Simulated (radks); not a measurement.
Question: The table gives one normalised radial function P(r) = r R(r) of Tb59+ in [He] 2s2 2p2 (r in bohr). Calculated with a radial shooting solver on a logarithmic mesh with Libxc functionals: scalar-relativistic Kohn-Sham, PBE, spin-unpolarised, spherical densities, point nucleus.

| r | P |
|---|---|
| 0.001637 | 0.0286 |
| 0.002031 | 0.0414 |
| 0.002501 | 0.0590 |
| 0.003104 | 0.0852 |
| 0.003852 | 0.1228 |
| 0.004781 | 0.1764 |
| 0.005934 | 0.2524 |
| 0.007306 | 0.3541 |
| 0.009067 | 0.4992 |
| 0.01125 | 0.6958 |
| 0.01397 | 0.9556 |
| 0.01733 | 1.2874 |
| 0.02134 | 1.6769 |
| 0.02649 | 2.1420 |
| 0.03287 | 2.6344 |
| 0.0408 | 3.0908 |
| 0.05023 | 3.4114 |
| 0.06234 | 3.5201 |
| 0.07737 | 3.3201 |
| 0.09603 | 2.8012 |
| 0.1192 | 2.0585 |
| 0.1467 | 1.3024 |
| 0.1821 | 0.6583 |
| 0.226 | 0.2561 |
| 0.2805 | 0.0720 |
| 0.3482 | 0.0135 |
| 0.4286 | 0.0017 |
| 0.532 | 0.0001 |
| 0.6603 | 0.0000 |

Which n and l does it have? It may be an empty orbital.

Answer: n = 2, l = 1: the number of nodes gives n - l - 1 = 0, the rise at small r (about r^(l+1), flatter next to the nucleus through relativity) gives l, and the extent must fit the shell. The curve is that of 2p. 2p: eigenvalue -12974.2 eV, 0 radial nodes, <r> = 0.0771 bohr, 90 % of the charge inside 0.125 bohr.
